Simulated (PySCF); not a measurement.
This PySCF input asks for the NMR shieldings of `CC[Si@H](C#N)N([SiH3])[SiH3]`, C$_{3}$H$_{12}$N$_{2}$Si$_{3}$; the geometry comes from GFN2-xTB.

```python
import basis_set_exchange as bse
import numpy as np
from pyscf import gto, dft
from pyscf.prop import nmr

atoms = """
C     3.031702    0.004397   -0.101585
C     1.635963   -0.357720   -0.596531
Si    0.285605    0.633566    0.288581
C     0.511853    0.293284    2.117936
N     0.654052    0.077282    3.234184
N    -1.324773    0.141011   -0.142148
Si   -1.631637   -0.868520   -1.537249
Si   -2.661245    0.581013    0.902143
H     3.239819    1.057256   -0.277704
H     3.790287   -0.583241   -0.616017
H     3.120978   -0.182460    0.966290
H     1.580236   -0.178773   -1.670514
H     1.471582   -1.427001   -0.452555
H     0.441998    2.085930    0.113870
H    -0.803628   -0.373505   -2.637445
H    -3.048968   -0.744523   -1.863908
H    -1.292816   -2.258590   -1.220727
H    -2.160580    1.590838    1.828001
H    -3.719019    1.135099    0.057655
H    -3.126557   -0.614664    1.604688
"""
names = dict.fromkeys(["C", "Si", "N", "H"], "pcSseg-1")
basis = {el: gto.basis.parse(bse.get_basis(n, elements=[el], fmt="nwchem")) for el, n in names.items()}
mol = gto.M(atom=atoms, basis=basis, charge=0, verbose=0)
mf = dft.RKS(mol, xc="PBE0")
mf.grids.level = 2
mf.grids.alignment = dft.numint.BLKSIZE   # the property module wants whole blocks of grid points
mf.conv_tol = 1e-9
mf.kernel()

calc = nmr.RKS(mf)   # GIAO
C = mf.mo_coeff
Co = C[:, mf.mo_occ > 0]
resp = mf.gen_response(singlet=True, hermi=2)
def vind(x):   # induced exchange potential for any number of trial vectors
    d = np.einsum("pi,xij,qj->xpq", C, 2 * x.reshape(-1, C.shape[1], Co.shape[1]), Co, optimize=True)
    return np.einsum("xpq,pi,qj->xij", resp(d - d.transpose(0, 2, 1)), C, Co, optimize=True).ravel()
mo1, _ = nmr.rhf.solve_mo1(calc, with_cphf=vind)
sigma = calc.kernel(mo1)
for i, s in enumerate(sigma):   # ppm
    print("%2d %-2s %9.2f" % (i, mol.atom_pure_symbol(i), np.trace(s) / 3))
```

**Question.** Give the expected output.

**Answer.** 
```
 0 C     178.84
 1 C     177.62
 2 Si    381.42
 3 C      60.04
 4 N     -91.26
 5 N     278.41
 6 Si    400.02
 7 Si    395.58
 8 H      30.78
 9 H      30.19
10 H      30.35
11 H      30.50
12 H      30.53
13 H      26.77
14 H      27.03
15 H      27.06
16 H      26.94
17 H      26.73
18 H      27.00
19 H      26.90
```

These numbers come from an equivalent density-fitted implementation of the same equations, which agrees with the script to about 0.01 ppm for H and up to a few tenths of a ppm for heavy atoms, so last digits may differ.

**Question.** Turn these shieldings into chemical shifts. δ = σ(ref) − σ, references computed at the same level: 13C (186.93 ppm) and 29Si (349.16 ppm) and 1H (31.72 ppm) against TMS; 15N (267.73 ppm) against NH3.

**Answer.** Averaging equivalent atoms: C 3: 126.9; C 1: 9.3; C 0: 8.1; Si 2: -32.3; Si 6/7: -48.6; N 4: 359.0; N 5: -10.7; H 13: 4.95; H 14/15/16/17/18/19: 4.77; H 8/9/10: 1.28; H 11: 1.22; H 12: 1.19 ppm. Experimental scales use liquid or dissolved standards, which lie at an offset from isolated NH3 (liquid NH3: subtract about 20 ppm). Unscaled 15N shifts of sp2 nitrogen come out 20 to 40 ppm too high even then.

Size and cost of the density-fitted run: 217 basis functions, 69 s wall time on 1 thread of an Intel Xeon, shared host; peak memory 1.1 GiB.
